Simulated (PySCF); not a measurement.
Species: C₄H₁₀OSi.
SMILES: `C1(CC1)CO[SiH3]`

Torsions of this conformer, `[SiH3:1][O:2][CH2:3][CH:4]1[CH2:5][CH2:6]1`: Si1–O2–C3–C4 -179°, O2–C3–C4–C5 -81°.

The closed-shell ground state was solved at several levels (PySCF, density fitting, gas phase, non-relativistic). Geometry: PBE0-D3(BJ)/def2-SVP, one conformer, isolated molecule.

```tsv
level	basis functions	HOMO (eV)	LUMO (eV)	gap (eV)	dipole (D)
PBE0/pcSseg-1	159	-7.95	0.53	8.48	1.00
B3LYP/def2-SVPD	207	-7.77	0.05	7.82	0.98
```

Problem. What might CAM-B3LYP/pcSseg-2 (363 basis functions) give for the same quantities?

Solution. HOMO -9.40 eV, LUMO 1.04 eV, gap 10.44 eV, dipole 0.98 D.

Problem. Over all these levels, which gives the widest orbital gap and which the narrowest?

Solution. CAM-B3LYP/pcSseg-2 (range-separated hybrid) has the widest, 10.44 eV, and B3LYP/def2-SVPD (global hybrid, 20 % exact exchange) the narrowest, 7.82 eV. Functional and basis both differ between the two, so the spread mixes both effects.

Problem. How far do the dipole and the HOMO energy spread over the levels?

Solution. The dipole runs from 0.98 to 1.00 D (mean 0.99 D) and the HOMO from -9.40 to -7.77 eV.
